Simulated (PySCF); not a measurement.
4-cyclopentene-1,3-dione, C₅H₄O₂.
SMILES with atom numbers: `[O:1]=[C:2]1[CH:3]=[CH:4][C:5](=[O:6])[CH2:7]1` (hydrogens: H8 on C3; H9 on C4; H10, H11 on C7)

Computed, not measured: core-valence-separated Tamm–Dancoff BHandHLYP/aug-pcX-1 (pcseg-1 on H) in PySCF, non-relativistic, gas phase, PBE0-D3(BJ)/def2-SVP geometry.

Computed oxygen K-edge spectrum, Gaussian lines of 0.3 eV full width, highest printed point 100; it ends one width below the last computed root. BHandHLYP without relativity tends to put these K edges a few eV too low, so spacings mean more than positions.

photon energy (eV), absorption and a bar:
```
    527.8          3 #
    528.0         58 #################
    528.2        100 ##############################
    528.4         15 ####
    528.6          0 
    528.8          0 
    529.0          0 
    529.2          0 
    529.4          0 
    529.6          0 
    529.8          0 
    530.0          0 
    530.2          0 
    530.4          0 
    530.6          0 
    530.8          0 
    531.0          0 
    531.2          0 
    531.4          0 
    531.6          0 
    531.8          0 
    532.0          0 
    532.2          0 
    532.4          0 
    532.6          0 
    532.8          0 
    533.0          2 #
    533.2          4 #
    533.4          1 
    533.6          0 
    533.8          0 
    534.0          0 
    534.2          0 
    534.4          0 
    534.6          2 #
    534.8          8 ##
```

**Question.** Where are the maxima, and which lines make them up?

**Answer.** 2 maxima:
- 528.1 eV: O1/O6 (ketone oxygen), 528.14 eV, f = 0.096, sum of 2, 100 % of the height at the exact maximum
- 533.1 eV: O1/O6 (ketone oxygen), 533.15 eV, f = 0.004, sum of 2, 100 % of the height at the exact maximum

Roots within 0.03 eV on the same or equivalent atoms count as one line; shares under 12 % aren't listed.

Vibrational structure and lifetime widths aren't in the curve. The ionisation threshold wasn't computed; near and above it a finite basis only mimics Rydberg series and continuum.
